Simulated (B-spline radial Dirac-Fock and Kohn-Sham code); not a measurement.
## Energy-loss ionisation edge O2 (5p1/2) of Ta

System: the free tantalum atom, configuration 1s2 2s2 2p6 3s2 3p6 3d10 4s2 4p6 4d10 4f14 5s2 5p6 5d3 6s2. Model: the first Born approximation with generalised oscillator strengths from a Dirac-Hartree-Slater potential (longitudinal and transverse terms; continuum final states only, so no white lines or fine structure). Program: a radial B-spline solver. The edge is taken at 50.51 eV (orbital energy of the model).

Partial cross sections σ(β, Δ) in barn, integrated over a window Δ above the edge and up to the collection semi-angle β, for parallel illumination:

| E₀ (kV) | β (mrad) | Δ = 25 eV | Δ = 50 eV | Δ = 100 eV | Δ = 200 eV | Δ = 300 eV |
| --- | --- | --- | --- | --- | --- | --- |
| 60 | 5 | 42100 | 49600 | 52400 | 53100 | 53300 |
| 60 | 20 | 72600 | 91800 | 101000 | 103000 | 103000 |
| 60 | 100 | 81300 | 109000 | 129000 | 142000 | 146000 |
| 80 | 5 | 37400 | 44300 | 46900 | 47600 | 47700 |
| 100 | 10 | 44400 | 54400 | 58400 | 59500 | 59800 |
| 100 | 100 | 56600 | 75300 | 89200 | 97400 | 100000 |
| 120 | 10 | 41000 | 50400 | 54400 | 55400 | 55700 |
| 120 | 20 | 48500 | 63100 | 71200 | 73500 | 73900 |
| 120 | 100 | 50200 | 66800 | 78900 | 86100 | 88600 |
| 200 | 10 | 33500 | 42000 | 45900 | 47000 | 47200 |
| 200 | 20 | ? | ? | ? | ? | ? |
| 200 | 100 | 37400 | 49500 | 58300 | 63500 | 65200 |
| 300 | 5 | 24500 | 29900 | 32000 | 32600 | 32800 |
| 300 | 50 | 31100 | 41000 | 48200 | 52300 | 53800 |

Q: Give the row for 200 kV and 20 mrad.

A: 37000 b for 25 eV, 48600 b for 50 eV, 56200 b for 100 eV, 59000 b for 200 eV, 59400 b for 300 eV.

Values without a named source are computed, but for edge energies of neutral atoms, which are taken from tables.
